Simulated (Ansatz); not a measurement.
All values below come from Ansatz (an electronic-structure program) with PBE-D3(BJ)/def2-SVP. No frequencies were computed at this level.

Ansatz 0.2 input:
```yaml
crystal:
  periodic: [false, false, false]
  atoms:
    - { symbol: Ti, position_ang: [-0.014258, -0.039078, -0.001144] }
    - { symbol: Cl, position_ang: [-0.458185, -2.168174, -0.113539] }
    - { symbol: C, position_ang: [-1.173035, 0.927381, 1.405789] }
    - { symbol: H, position_ang: [-0.920135, 0.568661, 2.416752] }
    - { symbol: H, position_ang: [-2.236878, 0.700645, 1.227415] }
    - { symbol: H, position_ang: [-1.055289, 2.021126, 1.397468] }
    - { symbol: C, position_ang: [-0.344943, 0.922526, -1.796157] }
    - { symbol: H, position_ang: [-0.060954, 1.985294, -1.785795] }
    - { symbol: H, position_ang: [-1.411981, 0.860556, -2.065371] }
    - { symbol: H, position_ang: [0.230366, 0.426877, -2.595072] }
    - { symbol: C, position_ang: [1.952114, 0.321584, 0.508162] }
    - { symbol: H, position_ang: [2.172574, 1.384071, 0.689048] }
    - { symbol: H, position_ang: [2.622487, -0.030491, -0.292638] }
    - { symbol: H, position_ang: [2.204522, -0.236855, 1.424398] }
basis:
  gaussian: { orbitals: def2-svp }
hamiltonian:
  xc: pbe
  dispersion: d3bj
relax:
  max_steps: 150
```

Output:

```
Functional definition: PBE
1571 factors; their error is unknown
mean field evaluation 1: about -38848.1846 eV, gradient 9.7e1 eV
mean field evaluation 2: about -38507.1935 eV, gradient 3.9e2 eV
mean field evaluation 4: about -38812.2783 eV, gradient 1.9e2 eV
mean field evaluation 8: about -38872.1965 eV, gradient 1.8e-1 eV
mean field -38872.19660523 eV, -1428.5268767209 hartree, gradient 2.1e-5 eV, S^2 0.000000; 0 other end points of the search recorded, 0 dependent functions left out
reference -38872.19669163 eV, -1428.5268798961 hartree; 33, 33 occupied and 103, 103 virtual orbitals, 1571 factors
relax step   1: F+E_penalty+E_count = -38872.52688841 eV  Δ(F+E_penalty+E_count) = +0.000e0 eV  max|allowed force component| = 8.787e-1 eV/Å  Δτ_max = 0.0000 Å  (46 SCF iters, accepted)
these checks for a lower state are left out or cut short: starts, cluster_reference, orbital_swaps, neighbouring_geometries, increment
1571 factors; their error is unknown
mean field evaluation 16: about -38872.2478 eV, gradient 3.1e-4 eV
mean field -38872.24781326 eV, -1428.5287585814 hartree, gradient 7.9e-6 eV, S^2 0.000000; 0 other end points of the search recorded, 0 dependent functions left out
reference -38872.24789975 eV, -1428.5287617597 hartree; 33, 33 occupied and 103, 103 virtual orbitals, 1571 factors
relax step   2: F+E_penalty+E_count = -38872.57914628 eV  Δ(F+E_penalty+E_count) = -5.226e-2 eV  max|allowed force component| = 8.974e-2 eV/Å  Δτ_max = 0.0408 Å  (32 SCF iters, accepted)
these checks for a lower state are left out or cut short: starts, cluster_reference, orbital_swaps, neighbouring_geometries, increment
1571 factors; their error is unknown
mean field -38872.24971873 eV, -1428.5288286062 hartree, gradient 1.4e-5 eV, S^2 0.000000; 0 other end points of the search recorded, 0 dependent functions left out
reference -38872.24980536 eV, -1428.5288317899 hartree; 33, 33 occupied and 103, 103 virtual orbitals, 1571 factors
relax step   3: F+E_penalty+E_count = -38872.58145283 eV  Δ(F+E_penalty+E_count) = -2.307e-3 eV  max|allowed force component| = 1.436e-2 eV/Å  Δτ_max = 0.0293 Å  (32 SCF iters, accepted)
these checks for a lower state are left out or cut short: starts, cluster_reference, orbital_swaps, neighbouring_geometries, increment
1571 factors; their error is unknown
mean field evaluation 32: about -38872.2500 eV, gradient 1.4e-5 eV
mean field -38872.24996113 eV, -1428.5288375142 hartree, gradient 1.4e-5 eV, S^2 0.000000; 0 other end points of the search recorded, 0 dependent functions left out
reference -38872.25004781 eV, -1428.5288406995 hartree; 33, 33 occupied and 103, 103 virtual orbitals, 1571 factors
relax step   4: F+E_penalty+E_count = -38872.58177954 eV  Δ(F+E_penalty+E_count) = -3.267e-4 eV  max|allowed force component| = 1.126e-2 eV/Å  Δτ_max = 0.0164 Å  (32 SCF iters, accepted)
these checks for a lower state are left out or cut short: starts, cluster_reference, orbital_swaps, neighbouring_geometries, increment
1571 factors; their error is unknown
mean field -38872.25001946 eV, -1428.5288396578 hartree, gradient 1.4e-5 eV, S^2 0.000000; 0 other end points of the search recorded, 0 dependent functions left out
reference -38872.25010613 eV, -1428.5288428428 hartree; 33, 33 occupied and 103, 103 virtual orbitals, 1571 factors
relax step   5: F+E_penalty+E_count = -38872.58187066 eV  Δ(F+E_penalty+E_count) = -9.112e-5 eV  max|allowed force component| = 1.491e-3 eV/Å  Δτ_max = 0.0105 Å  (33 SCF iters, accepted)
these checks for a lower state are left out or cut short: starts, cluster_reference, orbital_swaps, neighbouring_geometries, increment
1571 factors; their error is unknown
mean field -38872.25002373 eV, -1428.5288398146 hartree, gradient 1.4e-5 eV, S^2 0.000000; 0 other end points of the search recorded, 0 dependent functions left out
reference -38872.25011037 eV, -1428.5288429987 hartree; 33, 33 occupied and 103, 103 virtual orbitals, 1571 factors
relax step   6: F+E_penalty+E_count = -38872.58194339 eV  Δ(F+E_penalty+E_count) = -7.273e-5 eV  max|allowed force component| = 4.680e-3 eV/Å  Δτ_max = 0.0189 Å  (32 SCF iters, accepted)
these checks for a lower state are left out or cut short: starts, cluster_reference, orbital_swaps, neighbouring_geometries, increment
1571 factors; their error is unknown
mean field -38872.24997891 eV, -1428.5288381676 hartree, gradient 1.4e-5 eV, S^2 0.000000; 0 other end points of the search recorded, 0 dependent functions left out
reference -38872.25006546 eV, -1428.5288413482 hartree; 33, 33 occupied and 103, 103 virtual orbitals, 1571 factors
relax step   7: F+E_penalty+E_count = -38872.58200852 eV  Δ(F+E_penalty+E_count) = -6.513e-5 eV  max|allowed force component| = 4.463e-2 eV/Å  Δτ_max = 0.0546 Å  (31 SCF iters, accepted)
these checks for a lower state are left out or cut short: starts, cluster_reference, orbital_swaps, neighbouring_geometries, increment
1571 factors; their error is unknown
mean field -38872.25016404 eV, -1428.5288449711 hartree, gradient 1.4e-5 eV, S^2 0.000000; 0 other end points of the search recorded, 0 dependent functions left out
reference -38872.25025059 eV, -1428.5288481517 hartree; 33, 33 occupied and 103, 103 virtual orbitals, 1571 factors
relax step   8: F+E_penalty+E_count = -38872.58212059 eV  Δ(F+E_penalty+E_count) = -1.121e-4 eV  max|allowed force component| = 2.193e-2 eV/Å  Δτ_max = 0.0087 Å  (33 SCF iters, accepted)
these checks for a lower state are left out or cut short: starts, cluster_reference, orbital_swaps, neighbouring_geometries, increment
1571 factors; their error is unknown
mean field evaluation 64: about -38872.2503 eV, gradient 1.8e-1 eV
mean field -38872.25034457 eV, -1428.5288516052 hartree, gradient 1.4e-5 eV, S^2 0.000000; 0 other end points of the search recorded, 0 dependent functions left out
reference -38872.25043103 eV, -1428.5288547827 hartree; 33, 33 occupied and 103, 103 virtual orbitals, 1571 factors
relax step   9: F+E_penalty+E_count = -38872.58228885 eV  Δ(F+E_penalty+E_count) = -1.683e-4 eV  max|allowed force component| = 1.103e-2 eV/Å  Δτ_max = 0.0308 Å  (32 SCF iters, accepted)
these checks for a lower state are left out or cut short: starts, cluster_reference, orbital_swaps, neighbouring_geometries, increment
1571 factors; their error is unknown
mean field -38872.25029390 eV, -1428.5288497433 hartree, gradient 1.6e-5 eV, S^2 0.000000; 0 other end points of the search recorded, 0 dependent functions left out
reference -38872.25038019 eV, -1428.5288529145 hartree; 33, 33 occupied and 103, 103 virtual orbitals, 1571 factors
relax step  10: F+E_penalty+E_count = -38872.58227313 eV  Δ(F+E_penalty+E_count) = +1.572e-5 eV  max|allowed force component| = 4.909e-2 eV/Å  Δτ_max = 0.0595 Å  (30 SCF iters, rejected (line search))
these checks for a lower state are left out or cut short: starts, cluster_reference, orbital_swaps, neighbouring_geometries, increment
1571 factors; their error is unknown
mean field -38872.25044101 eV, -1428.5288551494 hartree, gradient 1.6e-5 eV, S^2 0.000000; 0 other end points of the search recorded, 0 dependent functions left out
reference -38872.25052739 eV, -1428.5288583237 hartree; 33, 33 occupied and 103, 103 virtual orbitals, 1571 factors
relax step  11: F+E_penalty+E_count = -38872.58240886 eV  Δ(F+E_penalty+E_count) = -1.200e-4 eV  max|allowed force component| = 7.590e-3 eV/Å  Δτ_max = 0.0291 Å  (30 SCF iters, accepted)
these checks for a lower state are left out or cut short: starts, cluster_reference, orbital_swaps, neighbouring_geometries, increment
1571 factors; their error is unknown
mean field -38872.25031067 eV, -1428.5288503596 hartree, gradient 1.5e-5 eV, S^2 0.000000; 0 other end points of the search recorded, 0 dependent functions left out
reference -38872.25039687 eV, -1428.5288535274 hartree; 33, 33 occupied and 103, 103 virtual orbitals, 1571 factors
relax step  12: F+E_penalty+E_count = -38872.58231919 eV  Δ(F+E_penalty+E_count) = +8.966e-5 eV  max|allowed force component| = 4.568e-2 eV/Å  Δτ_max = 0.0537 Å  (31 SCF iters, rejected (line search))
these checks for a lower state are left out or cut short: starts, cluster_reference, orbital_swaps, neighbouring_geometries, increment
1571 factors; their error is unknown
mean field evaluation 96: about -38872.2505 eV, gradient 1.7e-5 eV
mean field -38872.25048043 eV, -1428.5288565981 hartree, gradient 1.7e-5 eV, S^2 0.000000; 0 other end points of the search recorded, 0 dependent functions left out
reference -38872.25056672 eV, -1428.5288597693 hartree; 33, 33 occupied and 103, 103 virtual orbitals, 1571 factors
relax step  13: F+E_penalty+E_count = -38872.58247811 eV  Δ(F+E_penalty+E_count) = -6.926e-5 eV  max|allowed force component| = 9.762e-3 eV/Å  Δτ_max = 0.0252 Å  (32 SCF iters, accepted)
1571 factors; their error is unknown
mean field -38872.25048043 eV, -1428.5288565981 hartree, gradient 1.7e-5 eV, S^2 0.000000; 1 other end points of the search recorded, 0 dependent functions left out
reference -38872.25056672 eV, -1428.5288597693 hartree; 33, 33 occupied and 103, 103 virtual orbitals, 1571 factors
Total energy: -38872.58256441 eV, -1428.5410604591 hartree
Atom 0 at    -0.008631    -0.022378    -0.000693 Å, force     0.000500     0.000820     0.000091 eV/Å
Atom 1 at    -0.449591    -2.180537    -0.115391 Å, force    -0.000227     0.000239    -0.000064 eV/Å
Atom 2 at    -1.192817     0.914582     1.395830 Å, force    -0.005136     0.002190     0.003766 eV/Å
Atom 3 at    -0.850887     0.639651     2.417396 Å, force    -0.002078     0.002508    -0.006055 eV/Å
Atom 4 at    -2.257588     0.622657     1.273396 Å, force     0.007538     0.002300     0.001550 eV/Å
Atom 5 at    -1.089842     2.013842     1.255789 Å, force    -0.000652    -0.007297     0.000753 eV/Å
Atom 6 at    -0.331609     0.909437    -1.805648 Å, force    -0.000678     0.002337    -0.008456 eV/Å
Atom 7 at     0.122067     1.924643    -1.757795 Å, force    -0.004076    -0.009144    -0.000543 eV/Å
Atom 8 at    -1.425130     1.002579    -1.984272 Å, force     0.009762     0.000127     0.000997 eV/Å
Atom 9 at     0.129388     0.335203    -2.637428 Å, force    -0.004988     0.006298     0.007770 eV/Å
Atom 10 at     1.950209     0.317759     0.526414 Å, force     0.006047    -0.000560     0.002985 eV/Å
Atom 11 at     2.057749     1.394176     0.787711 Å, force    -0.001024    -0.006950    -0.001726 eV/Å
Atom 12 at     2.612826     0.079414    -0.333976 Å, force    -0.003694     0.002321     0.005430 eV/Å
Atom 13 at     2.240263    -0.306903     1.397983 Å, force    -0.001295     0.004811    -0.006500 eV/Å
Dipole moment:     0.069438     0.340127     0.018015 e Å
```

Cost: roughly 80 core-seconds.
